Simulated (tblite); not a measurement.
**Question.** What does the GFN2-xTB structure of InChI=1S/C4H6F3O2/c1-3(2-8)9-4(5,6)7/h2-3,8H,1H3/t3-/m0/s1 look like in three dimensions? (Doublet state.)

**Answer.** 
Z-matrix in Å and degrees, rows numbered from 1:
```
C 
C   1  1.5270
C   2  1.4677  1  114.16
O   3  1.3528  2  121.36  1    60.62
O   2  1.5168  1  106.21  3   118.89
C   5  1.3035  2  115.97  1   105.90
F   6  1.3524  5  114.02  2   -59.02
F   6  1.3308  5  110.31  2  -178.85
F   6  1.3501  5  114.15  2    61.02
H   1  1.0864  2  108.98  3    61.48
H   1  1.0868  2  110.29  3  -178.83
H   1  1.0872  2  110.70  3   -58.42
H   2  1.0921  1  110.73  3  -124.64
H   3  1.0735  2  122.83  1  -134.63
H   4  0.9665  3  109.53  2     3.61
```

O4 (oxygen bonded to C and H) is bent (angle 109.5°). C3 (carbon bonded to C, O and H) is almost planar (angles 122.8°, 121.4° and 114.2°, sum 358.4°, 0.09 Å off the plane of its three neighbours). The C–C distances run from 1.468 Å (C2–C3, drawn single) to 1.527 Å (C1–C2, drawn single), a spread of 0.059 Å. Of the pairs four or more bonds apart, F9···H13 is among the closest relative to their van der Waals radii: 2.46 Å, 92 % of the sum of Bondi's values.

Structure optimised with GFN2-xTB, isolated species. This method treats the open shell by occupation alone, without spin polarisation.

Point group: C1 (no symmetry element, even within 0.4 Å). Its GFN2-xTB frequencies are all real (lowest 25 cm⁻¹). Torsions: C1–C2–C3–O4 61°, C2–C3–O4–H 4°, C1–C2–O5–C6 106°.

Time: 0.67 s. Hardware: one thread of an Arm Neoverse V1, shared host with 32 logical CPUs at a one-minute load of 8.8. This is the geometry optimisation.

One conformer stands for the species.

All values are computed, not measured.
